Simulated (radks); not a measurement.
Question: Successive ionisation energies (eV) of one element, from differences of total energies of ions in their ground configurations, starting at charge 0: 7.960, 15.025, 81.187, 112.27, 146.36, 183.27, 222.80, 264.70, 328.64, 365.89, 1777.4, 1944.4. Method: Dirac Kohn-Sham, PBE, spin-unpolarised, spherical densities, point nucleus; open shells are shared between the two j in proportion to 2j + 1; computed with a radial shooting solver on a logarithmic mesh with Libxc functionals. Which element is it?

Answer: Magnesium (Z = 12). The first species listed is Mg in [Ne] 3s2, the last Mg11+ in 1s1.
